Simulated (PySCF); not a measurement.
Si(H)(I)(OH)2 (H₃IO₂Si), SMILES O[SiH](I)O.

Geometry: PBE0-D3(BJ)/def2-SVP. The def2 effective core potentials stand for the cores of I; spin–orbit coupling is left out. One conformer was computed; it need not be the lowest.

Calculation: TDA-CAM-B3LYP/def2-SVPD (PySCF).

Vertical excitations. The molecule is in vacuum.

Computed UV-visible absorptions:
```json
[
 {"state": "S1", "energy (eV)": "6.08", "λ (nm)": "204", "f": "0.008", "main pairs": "HOMO→LUMO+1 57 %, HOMO→LUMO 33 %"},
 {"state": "S2", "energy (eV)": "6.14", "λ (nm)": "202", "f": "0.014", "main pairs": "HOMO−1→LUMO+1 55 %, HOMO−1→LUMO 34 %"},
 {"state": "S3", "energy (eV)": "6.88", "λ (nm)": "180", "f": "0.027", "main pairs": "HOMO→LUMO 55 %, HOMO→LUMO+1 26 %"},
 {"state": "S4", "energy (eV)": "7.06", "λ (nm)": "176", "f": "0.063", "main pairs": "HOMO−1→LUMO 53 %, HOMO−1→LUMO+1 26 %"},
 {"state": "S5", "energy (eV)": "7.40", "λ (nm)": "167", "f": "0.020", "main pairs": "HOMO−1→LUMO+2 68 %"},
 {"state": "S6", "energy (eV)": "7.45", "λ (nm)": "167", "f": "0.015", "main pairs": "HOMO→LUMO+2 58 %"},
 {"state": "S7", "energy (eV)": "7.54", "λ (nm)": "164", "f": "0.078", "main pairs": "HOMO→LUMO+3 38 %, HOMO→LUMO+4 24 %, HOMO→LUMO+6 17 %, HOMO→LUMO+5 6 %"},
 {"state": "S8", "energy (eV)": "7.65", "λ (nm)": "162", "f": "0.059", "main pairs": "HOMO−1→LUMO+3 40 %, HOMO−1→LUMO+4 16 %, HOMO−1→LUMO+6 10 %, HOMO−2→LUMO+1 10 %"},
 {"state": "S9", "energy (eV)": "7.86", "λ (nm)": "158", "f": "0.007", "main pairs": "HOMO→LUMO+3 42 %, HOMO→LUMO+5 18 %, HOMO→LUMO+4 15 %, HOMO→LUMO+2 8 %"},
 {"state": "S10", "energy (eV)": "7.97", "λ (nm)": "156", "f": "0.003", "main pairs": "HOMO−1→LUMO+3 31 %, HOMO−1→LUMO+5 17 %, HOMO−1→LUMO+4 11 %, HOMO→LUMO+4 8 %"},
 {"state": "T1", "energy (eV)": "5.57", "λ (nm)": "223", "f": "0", "main pairs": "HOMO→LUMO+1 54 %, HOMO→LUMO 29 %"},
 {"state": "T2", "energy (eV)": "5.63", "λ (nm)": "220", "f": "0", "main pairs": "HOMO−1→LUMO+1 55 %, HOMO−1→LUMO 28 %"},
 {"state": "T3", "energy (eV)": "6.69", "λ (nm)": "185", "f": "0", "main pairs": "HOMO−1→LUMO 36 %, HOMO−1→LUMO+1 14 %, HOMO−2→LUMO+1 8 %, HOMO−2→LUMO 6 %"},
 {"state": "T4", "energy (eV)": "6.75", "λ (nm)": "184", "f": "0", "main pairs": "HOMO→LUMO 51 %, HOMO→LUMO+1 20 %"}
]
```
Triplets are in the Tamm–Dancoff approximation.
